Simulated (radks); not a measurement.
All-electron atom: Os XXVI in [Kr] 4d10 5s2 5p3 (not the ground configuration).

Method: Dirac Kohn-Sham, BLYP, spin-unpolarised, spherical densities, finite nucleus; open shells fill j = l - 1/2 first; Fermi nuclear charge, rms radius 5.4126 fm; computed with a radial shooting solver on a logarithmic mesh with Libxc functionals.

Energy parts (eV):
total: -461925.49
kinetic: 525681.15
electron-nucleus: -1112911.46
Hartree: 133615.26
exchange-correlation: -8310.44

Orbitals (lengths in bohr, moments of r in powers of bohr; r(max) is where P^2 peaks):
1s1/2: occ. 2; eigenvalue (eV) -74604.76; <r^4> 5.128e-07; <1/r> 90.41; r(max) 0.01103; <r^2> 0.0004337; small-component weight 8.26e-02
2s1/2: occ. 2; eigenvalue (eV) -13715.36; <r^4> 0.00007608; <1/r> 22.07; r(max) 0.06363; <r^2> 0.006594; small-component weight 1.88e-02
2p1/2: occ. 2; eigenvalue (eV) -13168.18; <r^4> 0.00004559; <1/r> 22.05; r(max) 0.04712; <r^2> 0.004692; small-component weight 1.89e-02
2p3/2: occ. 4; eigenvalue (eV) -11639.19; <r^4> 0.00006805; <1/r> 18.30; r(max) 0.05418; <r^2> 0.005890; small-component weight 1.69e-02
3s1/2: occ. 2; eigenvalue (eV) -3881.413; <r^4> 0.002743; <1/r> 8.130; r(max) 0.1790; <r^2> 0.04267; small-component weight 6.25e-03
3p1/2: occ. 2; eigenvalue (eV) -3637.822; <r^4> 0.002406; <1/r> 8.043; r(max) 0.1674; <r^2> 0.03904; small-component weight 6.19e-03
3p3/2: occ. 4; eigenvalue (eV) -3302.298; <r^4> 0.003211; <1/r> 7.079; r(max) 0.1817; <r^2> 0.04539; small-component weight 5.65e-03
3d3/2: occ. 4; eigenvalue (eV) -2894.342; <r^4> 0.002154; <1/r> 6.961; r(max) 0.1422; <r^2> 0.03505; small-component weight 5.51e-03
3d5/2: occ. 6; eigenvalue (eV) -2821.944; <r^4> 0.002349; <1/r> 6.737; r(max) 0.1461; <r^2> 0.03677; small-component weight 5.36e-03
4s1/2: occ. 2; eigenvalue (eV) -1442.449; <r^4> 0.05023; <1/r> 3.650; r(max) 0.3942; <r^2> 0.1886; small-component weight 2.37e-03
4p1/2: occ. 2; eigenvalue (eV) -1338.739; <r^4> 0.05170; <1/r> 3.564; r(max) 0.3914; <r^2> 0.1895; small-component weight 2.30e-03
4p3/2: occ. 4; eigenvalue (eV) -1245.811; <r^4> 0.06551; <1/r> 3.240; r(max) 0.4171; <r^2> 0.2140; small-component weight 2.11e-03
4d3/2: occ. 4; eigenvalue (eV) -1075.810; <r^4> 0.06770; <1/r> 3.094; r(max) 0.4050; <r^2> 0.2127; small-component weight 1.97e-03
4d5/2: occ. 6; eigenvalue (eV) -1056.899; <r^4> 0.07227; <1/r> 3.020; r(max) 0.4124; <r^2> 0.2200; small-component weight 1.92e-03
4f5/2: occ. 0; eigenvalue (eV) -848.7078; <r^4> 0.06522; <1/r> 2.800; r(max) 0.3508; <r^2> 0.1993; small-component weight 1.66e-03
4f7/2: occ. 0; eigenvalue (eV) -843.8510; <r^4> 0.06696; <1/r> 2.774; r(max) 0.3536; <r^2> 0.2022; small-component weight 1.65e-03
5s1/2: occ. 2; eigenvalue (eV) -704.0023; <r^4> 0.5754; <1/r> 1.879; r(max) 0.7627; <r^2> 0.6532; small-component weight 1.01e-03
5p1/2: occ. 2; eigenvalue (eV) -659.2751; <r^4> 0.6357; <1/r> 1.821; r(max) 0.7777; <r^2> 0.6838; small-component weight 9.66e-04
5p3/2: occ. 1; eigenvalue (eV) -627.8540; <r^4> 0.7653; <1/r> 1.700; r(max) 0.8186; <r^2> 0.7514; small-component weight 9.08e-04
5d3/2: occ. 0; eigenvalue (eV) -555.3476; <r^4> 0.9210; <1/r> 1.602; r(max) 0.8474; <r^2> 0.8169; small-component weight 8.30e-04
5d5/2: occ. 0; eigenvalue (eV) -548.9659; <r^4> 0.9662; <1/r> 1.576; r(max) 0.8589; <r^2> 0.8371; small-component weight 8.16e-04
6s1/2: occ. 0; eigenvalue (eV) -421.4448; <r^4> 4.069; <1/r> 1.131; r(max) 1.306; <r^2> 1.761; small-component weight 5.36e-04

The highest occupied level is 5p3/2 at -627.85 eV. The configuration is held as typed, so some empty levels lie below it. Summed over all electrons, <r^2> = 7.961 bohr^2, which gives a Langevin (diamagnetic) susceptibility term of -6.31 x 10^-6 cm^3/mol. The electron density at the nucleus is 1.68e+06 e/bohr^3. The density falls to 0.001 e/bohr^3 at r = 1.69 bohr.
